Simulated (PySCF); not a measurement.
Computed shifts of a molecule C2H9NSi, PBE/pcSseg-1 in PySCF, GIAO, gas phase, atoms alike by connectivity averaged where their shifts nearly agree, in ppm (number of nuclei): ²⁹Si: -31.6 (1). ¹³C: 33.9 (1), -3.0 (1). ¹⁵N: 23.9 (1). ¹H: 5.35 (1), 4.92 (1), 2.94 (3), 0.53 (3), 0.16 (1). References: ²⁹Si against TMS (σ = 335.4 ppm); ¹³C against TMS (σ = 182.0 ppm); ¹⁵N against NH3 (σ = 267.0 ppm); ¹H against TMS (σ = 31.49 ppm), references at their B3LYP-D3(BJ)/def2-TZVP geometries, non-relativistic. Geometry: B3LYP-D3(BJ)/def2-SVP. One conformer was computed; it need not be the lowest.

Problem. Which structure fits?
A. CN(C)[SiH3]
B. CC[SiH2]N
C. C[C@@H](N)[SiH3]
D. CN[SiH2]C

Solution. D, CN[SiH2]C
